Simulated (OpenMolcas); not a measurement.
# What dynamic correlation does to the levels of Ir7+

| Property | Result |
| --- | --- |
| Program | OpenMolcas 26.06 |
| Basis | ANO-RCC-VQZP [9s8p6d4f2g1h] |
| Scalar Hamiltonian | DKH2, point nucleus |
| Active space | 2 electrons in 10 orbitals (5d 6d) |
| State averaging | 2S+1 = 3 even, 10 roots; 2S+1 = 1 even, 15 roots |
| Spin-orbit coupling | RASSI with atomic mean-field integrals over the reference wave functions, term energies averaged over their components |

Methods on the same reference wave functions:
A. CASSCF
B. SS-CASPT2, IPEA 0.25 Eh, imaginary shift 0.1 Eh (closed shells correlated: 5s 5p)

Energies in cm-1 above 5d2 3F2, the measured ground level; measured values from van het Hof, Joshi, Wyart and Sugar, J. Res. Natl. Inst. Stand. Technol. 100, 687 (1995).

```tsv
Level	A	B	Measured
5d2 3F2	0.0	0.0	0.0
5d2 3F3	12072	12420	12672
5d2 3P0	19837	18100	17254
5d2 3F4	21441	21410	21615
5d2 3P1	27150	25780	25221
5d2 1G4	37975	36450	36253
5d2 3P2 [55 %]	40500	38720	38878
5d2 1S0	70684	65690	65022
```

Deviations, from unrounded energies. A percentage is the sum of absolute deviations over the sum of measured energies, with the sign that they share, or ± where signs differ.

| Against measurement | Levels | A | B |
| --- | --- | --- | --- |
| mean absolute deviation (cm-1) | 7 | 2000 | 410 |
| fine structure of the ground term (%) | 2 | -2.3 | -1.3 |
| other terms of the ground configuration (%) | 5 | +7.4 | ±1.3 |

B lies closest to measurement on these levels. The largest miss of B in the table is 5d2 3P0, by +840 cm-1. The ranking rests on the paired levels alone, and a cruder setting can come out closer through cancelling errors.

From A to B the spin-free energies of the other terms of 5d2 shown, above 3F, scale by a factor of 0.89, as is usual when dynamic correlation screens the repulsion within a d or f shell.

The lowest spin-free term lies below A's lowest term by 0.245 hartree in B.

CASPT2 does not keep the components of a term degenerate, so their means are used; among the terms shown or strongly mixed into the levels shown the widest spread is 610 cm-1 (5d2 1G, B). Active for correlation alone: 6d; no level in the range computed is led by a configuration that fills it, so any true level of that kind is missing. Without dynamic correlation excited terms often stand tens of per cent too high (terms of higher spin than the ground term too low), and those without a measured partner can miss by more than the paired ones (holds for A). Measured partners are found by configuration, term and J. A level has none where our copy of the source lacks it or the pairing is in doubt (some pairs that miss far off the trend of their configuration count as doubtful), and it then counts in no deviation. Only configurations of the active space appear. The table leaves out levels that lie high or whose names do not pair safely across all columns.

A share in square brackets marks a mixed level and gives the weight of the term that names it, the lowest over the columns.
